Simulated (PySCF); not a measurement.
# Trend along group 13: MO molecules

CCSD(T) with double-zeta basis sets in PySCF, for the lowest determinant that a PBE0 search found; no spin–orbit coupling. De refers to high-spin ground-configuration atoms.

```
 M                basis  reference, frozen orbitals  state (unpaired electrons)  Re (Å)  ωe (cm⁻¹)  De (eV)
 B              cc-pVDZ                     ROHF, 2               doublet (σ ↑)   1.220       1838     7.67
Al  cc-pV(D+d)Z/cc-pVDZ                      UHF, 6               doublet (σ ↑)   1.654        906     4.32
Ga   cc-pVDZ-PP/cc-pVDZ                      UHF, 5               doublet (σ ↑)   1.740        710     3.51
In            def2-SVPD                      UHF, 5               doublet (π ↑)   2.133        486     3.30
Tl   cc-pVDZ-PP/cc-pVDZ                      UHF, 5               doublet (π ↑)   2.199        473     2.50
```

(1) By what factor does the harmonic wavenumber vary along the series?

The rows differ in basis set, which adds steps of its own.

The state changes along the series, so neighbouring rows are not always alike in their bonding.

Correlated steps freeze the inner cores (2 to 6 orbitals); shallow outer-core shells are correlated. UHF and ROHF references stand side by side, which adds small steps between rows. Correlated levels converge slowly with the basis: in double zeta they bind strong bonds too weakly, by up to about 1 eV, and carry superposition errors of some tenths. These are scalar-relativistic numbers at best; spin–orbit coupling would shift them, the dissociation energy most. The CCSD T1 diagnostic is raised in AlO, GaO, a sign that a single reference may not be enough there. States were picked by a PBE0 search and need not be the measured ground states.

Results:

(1) At CCSD(T) it runs from 473 cm⁻¹ (TlO) to 1838 cm⁻¹ (BO), a factor of 3.89.
